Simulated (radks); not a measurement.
Valence configurations of Ru3+ (all share [Kr]). Method: scalar-relativistic Kohn-Sham, PBE, spin-polarised, spherical densities, point nucleus; open shells are filled with parallel spins first (spin-orbit coupling, left out, can overturn this in heavy ions); computed with a radial shooting solver on a logarithmic mesh with Libxc functionals. Energies are relative to 4d5; eigenvalues in eV for spin up.

| valence | E (eV) | moment (Bohr magnetons) | e(4d) | e(5p) | e(5s) |
|---|---|---|---|---|---|
| 4d5 | 0.000 | 5 | -38.900 | - | - |
| 4d3 5s2 | 24.299 | 3 | -46.233 | - | -32.892 |
| 4d4 5s1 | 10.213 | 5 | -42.649 | - | -31.568 |
| 4d3 5s1 5p1 | 29.813 | 5 | -47.359 | -26.506 | -34.170 |
| 4d4 5p1 | 17.495 | 5 | -43.628 | -24.876 | - |
| 4d2 5s2 5p1 | 46.448 | 3 | -50.951 | -27.550 | -35.487 |
| 4d3.5 5s1 5p0.5 | 19.700 | 5 | -45.016 | -25.416 | -32.885 |
| 4d2.5 5s1 5p1.5 | 40.555 | 5 | -49.676 | -27.557 | -35.412 |

NIST lists [Kr] 4d5 as the ground configuration; this level of theory agrees among the configurations tried. The energies are those of spherical high-spin densities, not of single terms.
